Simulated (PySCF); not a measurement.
Bi(OH)(TeH)2 (BiH3OTe2), SMILES [OH][Bi]([TeH])[TeH].

Coordinates come from a PBE-D3(BJ)/def2-SVP optimisation. The structure was generated by enumeration; whether it is a known compound was not checked. The def2 effective core potentials stand for the cores of Bi, Te; spin–orbit coupling is left out. One conformer was computed; it need not be the lowest.

Method: PySCF with PBE-D3(BJ)/def2-SVP.

Frequencies are harmonic and unscaled.

```tsv
mode	ν (cm⁻¹)	IR (km/mol)	moving atoms (share of kinetic energy)
1	46	0.2	Te 81 %, Bi 15 %
2	73	4.0	O 59 %, H 28 %, Te 12 %
3	104	2.9	O 68 %, H 15 %, Te 9 %, Bi 8 %
4	129	1.6	H 85 %, O 10 %
5	148	13.2	Te 54 %, Bi 39 %
6	155	6.1	Te 53 %, Bi 38 %, H 8 %
7	174	9.4	H 86 %, Te 8 %
8	257	111.6	H 82 %, O 17 %
9	476	1.2	H 99 %
10	496	13.6	H 98 %
11	520	65.4	O 91 %
12	815	86.4	H 94 %
13	2034	49.3	H 99 %
14	2047	24.5	H 99 %
15	3672	43.8	H 94 %
```
